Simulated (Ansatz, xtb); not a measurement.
System: TaO2 (charge 0, doublet). The spin state was set by rule; other spins were not relaxed. SMILES: [O]=[Ta]=[O]
Coordinates optimised at B3LYP-D3(BJ)/def2-TZVP (Ansatz, a first-principles code):
```xyz
3

Ta     0.1161    -0.0941     0.1138
O      0.5072     0.6347    -1.4072
O     -1.5665     0.2243     0.3689
```
Charge 0, spin multiplicity 2.

Harmonic wavenumbers from GFN2-xTB (xtb, at its own minimum), cm⁻¹: 149, 686, 708.

Question: Give the harmonic wavenumbers at B3LYP-D3(BJ)/def2-TZVP (Ansatz, finite differences of forces, unscaled).

Answer: 337, 937, 1002 cm⁻¹. Zero-point energy 3.3 kcal/mol.

Question: From these and the geometry, give the ideal-gas thermochemistry at 298.15 K and 1 atm (rigid rotor, harmonic oscillator).

Answer: Point group C2v, rotational symmetry number 2. Rotational constants 17.02, 8.287, 5.574 GHz. S(trans) 41.97, S(rot) 22.15, S(vib) 1.44, S(elec, spin only) 1.38, S 66.9 cal/(mol K). H(298) - H(0) 2.66 kcal/mol; G - E(el) -14.0 kcal/mol.
